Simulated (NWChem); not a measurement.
# C$_{5}$H$_{8}$BNO$_{2}$; SMILES Cn1cccc1B(O)O

```xyz
17

C      2.0686    -0.6593     0.2643
N      0.6627    -0.9292     0.0916
C      0.1303    -2.1814     0.0193
C     -1.2355    -2.0752    -0.1546
C     -1.5289    -0.6941    -0.1792
C     -0.3396     0.0160    -0.0279
B     -0.1657     1.5693    -0.0298
O     -1.1857     2.3735     0.3778
O      0.9693     2.2160    -0.4306
H      2.5920    -0.5601    -0.7033
H      2.2092     0.2639     0.8422
H      2.5404    -1.4829     0.8172
H      0.7641    -3.0625     0.1101
H     -1.9351    -2.9035    -0.2475
H     -2.5134    -0.2471    -0.3185
H     -1.9065     1.8634     0.7574
H      1.6008     1.6352    -0.8593
```
Atoms are numbered in this order, from 1.

Program: NWChem. All runs use the structure optimised with PBE0/def2-SVP. No frequency run checked for a minimum.

For level Hartree-Fock/def2-SVP:

| Property | Value |
|---|---|
| highest occupied level (eV) | -8.37 |
| orbital gap (eV) | 11.91 |
| dipole (D) | 3.74 |

Problem. Estimate the same quantities for level MPW1K/def2-SVP.

Solution. 
- highest occupied level (eV) = -7.08
- orbital gap (eV) = 7.69
- dipole (D) = 3.50
